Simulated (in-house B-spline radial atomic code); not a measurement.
Radial electron density of Br VI (Br5+), [Ne] 3s2 3p4 3d10 4s2 5g1 6f1. Level of theory: Dirac-Hartree-Fock, average of configuration, Fermi nucleus of rms radius 4.1629 fm; calculated with a radial B-spline atomic code at the basis-set limit.

Columns: r (bohr), 4πr²n(r) (electrons per bohr), bar.

```
 0.00178    1.278 #
 0.00223    1.915 ##
  0.0028    2.857 ##
 0.00352    4.229 ####
 0.00442    6.168 #####
 0.00554    8.827 ########
 0.00696    12.43 ###########
 0.00873    17.02 ###############
   0.011    22.72 ####################
  0.0138       29 #########################
  0.0173    35.26 ##############################
  0.0217    40.46 ###################################
  0.0272     43.3 #####################################
  0.0341    42.97 #####################################
  0.0428    39.81 ##################################
  0.0538    36.02 ###############################
  0.0675    35.11 ##############################
  0.0847    39.27 ##################################
   0.106    46.54 ########################################
   0.133    51.13 ############################################
   0.167    47.49 #########################################
    0.21    37.22 ################################
   0.264    29.18 #########################
   0.331    29.27 #########################
   0.415    32.58 ############################
   0.521    30.12 ##########################
   0.655    20.56 ##################
   0.821    10.69 #########
    1.03     5.13 ####
    1.29     2.91 ###
    1.62     1.56 #
    2.04   0.5895 #
    2.56    0.289 
    3.21    0.403 
    4.03   0.4096 
    5.06    0.184 
    6.35   0.1736 
    7.97   0.2233 
      10  0.08453 
    12.6 0.007936 
    15.8 0.0001704 
    19.8 6.125e-07 
    24.8 2.517e-10
```

On this grid the curve has 5 maxima, near 0.0272, 0.133, 0.415, 4.03, 7.97 bohr.

The 6f7/2 radial function P(r) = rR(r), positive near the nucleus, with its small component Q(r) (sign convention: Q ≈ (P' + κP/r)/2c):

```
r (bohr)          P           Q
  0.0847  0.0004827  -1.254e-05
   0.133    0.00211  -4.987e-05
    0.21   0.008215  -0.0001702
   0.331    0.02696  -0.0004718
   0.521    0.07333   -0.001025
   0.821     0.1648   -0.001816
    1.29     0.2667   -0.002696
    2.04     0.1468   -0.002376
    3.21    -0.2793    0.000521
    5.06   -0.02068    0.001274
    7.97     0.4659  -0.0009764
    12.6    0.08906  -0.0002768
    19.8  0.0007824  -2.697e-06
```
